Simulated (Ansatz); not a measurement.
Basis-set extrapolation for CH$_{6}$BNO$_{2}$ (`OBNCO`) (PBE0-D4/def2-TZVP geometry, frozen core, Ansatz). Multiplicity 1, RHF reference.

```
                      def2-TZVPP   def2-QZVPP
                 HF  -270.420036  -270.433109
    MP2 correlation    -0.964047    -1.036090
CCSD(T) correlation    -1.028550      not run
```

Energies in hartree. Use E(X) = E(∞) + A·exp(−7.88·√X) for Hartree–Fock and E(X) = E(∞) + B·X^(−2.97) for correlation, with X = 3 and 4, and add CCSD(T) minus MP2 of the smaller set to the MP2 limit.

Problem. What is the CCSD(T) energy at the basis-set limit?

Solution. HF limit: -270.433109 + (-0.013073) × 0.13774 = -270.43491. MP2 limit: -1.036090 + (-0.072043) × 0.74074 = -1.08946. Higher-order term: -1.028550 − (-0.964047) = -0.06450. Total: -271.58887 hartree, 3.82 eV below CCSD(T)/def2-TZVPP.
